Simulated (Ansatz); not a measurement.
**Relaxing a trial structure of BrGeHSi**

The starting geometry of this gas-phase singlet was optimised with GFN2-xTB.

```xyz
4

Br    2.0331   -0.6811    1.3164
Ge    1.2518    0.5453   -0.6230
Si   -0.8505    0.3670    0.1656
H    -2.1127    0.1139    0.8954
```

Predict what it relaxes into with B3LYP-D3(BJ)/def2-SVP.

It rearranges, giving a structure given below by its coordinates. Contacts that open: Br1–Ge2 (2.42 → 3.85 Å). Contacts that close: Br1–Si3 (3.28 → 2.25 Å).

The energy falls by 0.74 eV over 17 steps:

```json
{"step": "1", "E − E(last) (eV)": "0.742"}
{"step": "3", "E − E(last) (eV)": "0.383"}
{"step": "5", "E − E(last) (eV)": "0.089"}
{"step": "6", "E − E(last) (eV)": "0.080"}
{"step": "8", "E − E(last) (eV)": "0.027"}
{"step": "10", "E − E(last) (eV)": "0.018"}
{"step": "12", "E − E(last) (eV)": "0.010"}
{"step": "13", "E − E(last) (eV)": "0.004"}
{"step": "15", "E − E(last) (eV)": "0.000"}
{"step": "17", "E − E(last) (eV)": "0.000"}
```

Final geometry (Å):

| atom | x (Å) | y (Å) | z (Å) |
| --- | --- | --- | --- |
| Br | 1.1115 | -0.9100 | 1.9361 |
| Ge | 0.9526 | 1.0229 | -1.3886 |
| Si | -0.1537 | 0.1402 | 0.3988 |
| H | -1.5887 | 0.0920 | 0.8081 |

Frequencies at the end are all real (lowest 42 cm⁻¹). Run with Ansatz 0.2.0, 49 s on 1 thread of Arm Neoverse V1, with other jobs on the host.
